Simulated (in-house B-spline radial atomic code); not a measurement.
Mn. Computed with a B-spline radial atomic code. Model: non-relativistic spherical atom: semilocal Troullier-Martins pseudo-atom, one channel per l, against all electrons, high spin, G0W0 and RPA with empty states to l = 8, local potential for every l without a channel, a model core (radius 0 = none) keeps its share of the functional.

What the tables leave out is listed at the end.

The pseudopotential gives back the lowest level of each angular momentum of its own functional in the configuration it was made in; a second state of the same l is only approximately right. Exact exchange, RPA and GW see the smooth pseudo-orbitals and miss the exchange with the core, for which the functional's share stands in. The column with an uncorrelated core keeps all orbitals and exact exchange, and so separates missing core correlation from pseudisation. Only the three outermost levels and the lowest empty one were computed. RPA here is direct RPA, with no exchange kernel, and its energies carry an (l + 1/2)⁻⁴ tail. A hybrid on a potential with a model core restores only its own semilocal share of the core's exchange.

Command:
```bash
python run_psgw.py task.json out
```
Settings (lengths in bohr, energies in hartree):
```
Z                      25
electrons              25
configuration          [Ar] 3d5 4s2
generated_in           [Ar] 3d5 4s2
functional             pbe,pbe
core_shells            3
radius_factor          1
core_correction        True
ion_configuration      [Ar] 3d5 4s1
```

Time taken, with all properties: 30 s on 1 thread of Intel(R) Xeon(R) 6975P-C (Granite Rapids) (shared host).

Given: made with PBE; model core radius 0.432 bohr; local radius 0.972 bohr; mean-field start PBE.

Valence shells of the generating configuration: 3s, 3p, 3d, 4s.

Channel: s 0.742, p 0.756, d 2.277 (radii in bohr).

Computed: largest level miss in the spin-unpolarised generating configuration 0.04 eV; valence RPA correlation energy all-electron orbitals -0.94883 hartree; all-electron RPA polarisability, core included 54.219 bohr³; ionisation by mean-field all-electron 7.1607 eV; ionisation by mean-field pseudo minus all 0.045 eV; ionisation by RPA all-electron 7.779 eV; ionisation by RPA pseudo minus all 0.035 eV.

```csv
level,occupied,mean-field all-electron (eV),mean-field pseudo minus all (eV),G0W0 all-electron (eV),G0W0 uncorrelated core minus all (eV),G0W0 pseudo minus all (eV),exchange self-energy all-electron (eV),exchange self-energy pseudo (eV)
4s down,1,-4.4174,-0.036,-7.3192,0.006,-0.063,-8.5717,-8.2705
```

Task: What is the pseudo-atom RPA polarisability?

Result: 53.684 bohr³.

Task: What is the valence RPA correlation energy pseudo?

Result: -0.88695 hartree.

Given: mean-field start PBE0.

Computed: valence RPA correlation energy all-electron orbitals -0.88991 hartree; valence RPA correlation energy pseudo -0.83538 hartree; all-electron RPA polarisability, core included 47.858 bohr³; ionisation by mean-field all-electron 7.024 eV; ionisation by RPA all-electron 7.4966 eV; ionisation by RPA pseudo minus all 0.057 eV.

| level | occupied | mean-field all-electron (eV) | mean-field pseudo minus all (eV) | G0W0 all-electron (eV) | G0W0 uncorrelated core minus all (eV) | G0W0 pseudo minus all (eV) | exchange self-energy all-electron (eV) | exchange self-energy pseudo (eV) |
| --- | --- | --- | --- | --- | --- | --- | --- | --- |
| 4s down | 1 | -5.0621 | -0.033 | -7.373 | 0.006 | -0.059 | -8.4204 | -8.1344 |
| 4s up | 1 | -6.0612 | -0.015 | -8.432 | 0.007 | -0.081 | -10.587 | -10.213 |

Task: What is the pseudo-atom RPA polarisability?

Result: 47.464 bohr³.

Task: What is the ionisation by mean-field pseudo minus all?

Result: 0.038 eV.

Among the listed levels the largest G0W0 shift of the pseudo-atom is -0.08 eV, for 4s up on the PBE0 start, while leaving the core uncorrelated moves that level by +0.01 eV. The rest, -0.09 eV, comes from pseudisation and the lost core exchange. Not in the tables (levels of low weight, unsolved or above zero; the highest and the empty levels are kept at any weight): on PBE the G0W0 levels 4s up (pseudo minus all -0.12 eV, weights 0.70 and 0.65), 3d up (pseudo minus all -0.23 eV, weights 0.04 and 0.07), 3d down (pseudo minus all +0.44 eV, weights 0.45 and 0.47); on PBE0 the G0W0 levels 3d up (pseudo minus all -0.19 eV, weights 0.59 and 0.54), 3d down (pseudo minus all +0.16 eV, weights 0.72 and 0.75); no Hartree-Fock pseudo-atom is run with a model core.
